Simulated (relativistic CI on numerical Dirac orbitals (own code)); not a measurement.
# Hyperfine structure of Cd³⁶⁺, mass number 113

Method of calculation: Dirac-Coulomb-Breit CI, orbitals from a KLI potential per configuration, model QED, unscaled Slater integrals (own radial code, finite nucleus).

CI space (outside the closed core [Ne]): 3s², 3s3p, 3p², 3s3d, 3d², 3p3d, 3p4s, 3d4s, 3s4s, 3s4p, 3s4d, 3s4f, 3s5s, 3s5p, 3s5d, 3s5f. Levels of other configurations are missing.

Nuclear spin I = 1/2, μ = -0.6213 μN (tables of Stone and Pyykkö). The electronic factors are computed for point nuclear moments, without core polarisation or the Bohr-Weisskopf and QED corrections.

```tsv
Level	E (cm⁻¹)	A (GHz)
3s3p ³P°1	643554	-731.8
3s3p ³P°2	982138	-347.9
3s3p ¹P°1	1175212	167.8
3p² ¹D2	1747970	-135.1
3p² ³P1	1755236	18.13
3s3d ³D1	1991143	263.3
3s3d ³D2	2012318	-237.7
3s3d ³D3	2075381	-212.2
```

Levels with J = 0, under 50 % of one LS term, or S terms without an open s electron are left out. Small factors come from cancelling terms and can be off by tens of per cent or more.

At this charge energies of transitions that change n are usually good to better than 1 %, and those within a shell (Δn = 0) to a few per cent.

(1) Give the hyperfine levels of 3s3p ³P°1 relative to its centre of gravity.

Answers

(1) With K = F(F + 1) − I(I + 1) − J(J + 1), E = AK/2: F = 1/2: 731.8, F = 3/2: -365.9 GHz.

LS names give the leading component of a level, which can be under half, so a name can repeat, a term be missing and a line seem to break the LS rules.
